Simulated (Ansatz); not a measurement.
MnI₂. Charge 0, multiplicity 6. Geometry B3LYP-D4/def2-TZVP.

Cartesian coordinates in Å:
```
Mn -0.0014 0.0076 0.0088
I 1.1945 1.7864 -1.3490
I -1.1931 -1.7939 1.3402
```

In the def2 sets I takes a core potential; there is no spin–orbit coupling.

(1) Estimate the α-spin orbital energies around the gap (eV) in Ansatz with LDA (SPW92)/def2-TZVP, PBE-D4/def2-TZVP, revPBE-D4/def2-TZVP, BLYP-D4/def2-TZVP, BHLYP-D4/def2-TZVP.

## Answers

(1) 
```csv
orbital,LDA (SPW92)/def2-TZVP,PBE-D4/def2-TZVP,revPBE-D4/def2-TZVP,BLYP-D4/def2-TZVP,BHLYP-D4/def2-TZVP
HOMO−9,-8.91,-8.82,-8.80,-8.49,-14.51
HOMO−8,-8.91,-8.82,-8.80,-8.49,-14.45
HOMO−7,-8.75,-8.70,-8.69,-8.36,-14.45
HOMO−6,-8.75,-8.70,-8.69,-8.36,-14.34
HOMO−5,-7.73,-7.56,-7.51,-7.28,-10.25
HOMO−4,-7.70,-7.51,-7.45,-7.26,-9.46
HOMO−3,-7.09,-6.91,-6.85,-6.70,-8.90
HOMO−2,-7.09,-6.91,-6.85,-6.70,-8.90
HOMO−1,-6.53,-6.37,-6.31,-6.16,-8.50
HOMO,-6.53,-6.37,-6.31,-6.16,-8.50
LUMO,-2.42,-2.21,-2.13,-2.04,-0.85
LUMO+1,-1.13,-0.92,-0.83,-0.65,0.71
LUMO+2,-1.13,-0.92,-0.83,-0.65,0.71
LUMO+3,0.67,0.76,0.79,0.88,2.02
LUMO+4,2.38,2.55,2.64,2.68,3.84
LUMO+5,2.41,2.55,2.65,2.76,3.84
β HOMO,-6.95,-6.77,-6.71,-6.58,-8.77
β LUMO,-4.80,-4.40,-4.27,-4.45,-2.04
```
